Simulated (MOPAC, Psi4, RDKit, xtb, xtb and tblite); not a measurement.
Two geometries of SMILES c1ccc(-c2cccc3ccccc23)cc1 (C₁₆H₁₂), singlet, relaxed at GFN2-xTB with one dihedral held; other torsions can differ between them too.

Structure A

```
28

C     -4.0787     0.4757     0.1948
C     -3.6647    -0.4041    -0.7910
C     -2.3447    -0.8151    -0.8455
C     -1.4258    -0.3494     0.0876
C     -0.0101    -0.7796     0.0238
C      0.8938    -0.0554    -0.7114
C      2.2389    -0.4442    -0.7855
C      2.6728    -1.5572    -0.1227
C      1.7765    -2.3303     0.6443
C      2.1957    -3.4843     1.3393
C      1.3104    -4.2186     2.0765
C     -0.0365    -3.8319     2.1528
C     -0.4753    -2.7193     1.4916
C      0.4139    -1.9396     0.7216
C     -1.8474     0.5344     1.0739
C     -3.1678     0.9442     1.1266
H     -5.1095     0.7957     0.2370
H     -4.3723    -0.7718    -1.5200
H     -2.0182    -1.5031    -1.6124
H      0.5639     0.8274    -1.2407
H      2.9270     0.1467    -1.3725
H      3.7083    -1.8623    -0.1755
H      3.2347    -3.7763     1.2763
H      1.6399    -5.1010     2.6057
H     -0.7249    -4.4224     2.7398
H     -1.5121    -2.4201     1.5493
H     -1.1338     0.8965     1.8004
H     -3.4870     1.6309     1.8973
```

Structure B

```
28

C     -4.1135     0.3265     0.1020
C     -3.6444    -0.3714    -0.9975
C     -2.3060    -0.7046    -1.0945
C     -1.3969    -0.3226    -0.1065
C      0.0160    -0.7321    -0.1542
C      0.9699     0.0953     0.3998
C      2.3336    -0.2122     0.3507
C      2.7531    -1.3718    -0.2361
C      1.8120    -2.3050    -0.7164
C      2.2318    -3.5451    -1.2431
C      1.3250    -4.4971    -1.6111
C     -0.0437    -4.2579    -1.4257
C     -0.4818    -3.0542    -0.9466
C      0.4216    -2.0164    -0.6291
C     -1.8883     0.3733     0.9990
C     -3.2270     0.7018     1.0971
H     -5.1609     0.5771     0.1824
H     -4.3261    -0.6648    -1.7829
H     -1.9472    -1.1949    -1.9877
H      0.6739     1.0537     0.8009
H      3.0480     0.4845     0.7646
H      3.8052    -1.6045    -0.3163
H      3.2928    -3.7331    -1.3291
H      1.6536    -5.4451    -2.0112
H     -0.7549    -5.0386    -1.6539
H     -1.5358    -2.9105    -0.7671
H     -1.2194     0.6395     1.8041
H     -3.5830     1.2428     1.9620
```

Problem. Which is lower in energy at the level PBE0-D3(BJ)/def2-SVP // GFN2-xTB run with Psi4, and by how much?

Solution. A is lower, by 8.65 kJ/mol (dihedral C3–C4–C5–C6: 90° in A, 150° in B).

E(B) − E(A) in kJ/mol at the other levels, on the same two geometries: GFN2-xTB (xtb and tblite) 7.89; MMFF94 // GFN2-xTB (RDKit) 33.86; PBE0/def2-SVP // GFN2-xTB (Psi4) 9.09; PBE/def2-SVP // GFN2-xTB (Psi4) 6.63; PBE-D3(BJ)/def2-SVP // GFN2-xTB (Psi4) 5.87; UFF // GFN2-xTB (RDKit) 27.71; AM1, restricted, heats of formation // GFN2-xTB (MOPAC) 9.91; PM3, restricted, heats of formation // GFN2-xTB (MOPAC) 14.77; GFN1-xTB // GFN2-xTB (xtb) 6.38.
